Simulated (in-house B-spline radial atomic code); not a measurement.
# Binding energies in Mg

NIST's tabulated ground configuration is [Ne] 3s2; each binding energy is the energy of the ion with one electron taken from that subshell, relaxed, less that of the parent. Method: Dirac-Hartree-Fock, average of configuration, Fermi nucleus of rms radius 3.057 fm. Calculated with a radial B-spline atomic code at the basis-set limit. Energies include first-order Breit, QED and recoil terms.

| subshell | X-ray name | binding energy (eV) | -ε (eV) | relaxation (eV) |
| --- | --- | --- | --- | --- |
| 1s | K | 1310.8 | 1336.8 | 25.1 |
| 2s | L1 | 97.82 | 102.86 | 5.01 |
| 2p1/2 | L2 | 56.57 | 62.27 | 5.68 |
| 2p3/2 | L3 | 56.3 | 61.95 | 5.65 |
| 3s | M1 | 6.62 | 6.90 | 0.28 |

Relaxation = -ε minus the binding energy without Breit, QED and recoil terms.

Emission lines follow as differences of binding energies, with λ = 12398.42 eV·Å / E:

| line | holes | energy (eV) | wavelength (Å) |
| --- | --- | --- | --- |
| K-L3 | 1s → 2p3/2 | 1254.5 | 9.8832 |
| K-L2 | 1s → 2p1/2 | 1254.2 | 9.8853 |
| L3-M1 | 2p3/2 → 3s | 49.7 | 249.57 |

Problem. What screening constant σ does Moseley's law, E = (3/4)·13.6057 eV·(Z - σ)², need for K-L3?

Solution. σ = 0.91.

Problem. What does it cost to remove both a 1s and a 2p1/2 electron?

Solution. 1402.5 eV, which is 35.14 eV more than the two single binding energies together.

Problem. What does it cost to remove two 2p1/2 electrons?

Solution. 141.58 eV, which is 28.45 eV more than the two single binding energies together.

Problem. What does it cost to remove two 1s electrons?

Solution. 2775.2 eV, which is 153.6 eV more than the two single binding energies together.
